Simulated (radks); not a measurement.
Spherical quantum dot in the effective-mass picture: electrons in a parabolic well V = omega^2 r^2 / 2 with omega = 0.165, all in effective atomic units (hartree* = m*/eps^2 hartree, bohr* = eps/m* bohr), one dielectric constant everywhere. Method: non-relativistic Kohn-Sham, PBE, spin-polarised, spherical densities; computed with a radial shooting solver with Libxc functionals. Levels are named by radial order and angular momentum (1s, 1p, 1d, 2s, ...), and open shells are averaged over m.

N = 7, configuration 1s2 1p(up 3, down 2). This is the lowest configuration that the search found. Occupied levels:

level,occupation,eigenvalue (hartree*),<r> (bohr*)
1s up,1,1.4869,4.307
1s down,1,1.4951,4.248
1p up,3,1.5567,5.080
1p down,2,1.5668,5.072

Energy (hartree*): total 6.57921, kinetic 0.69779, external 2.4582, Hartree 4.5355, exchange-correlation -1.1123.
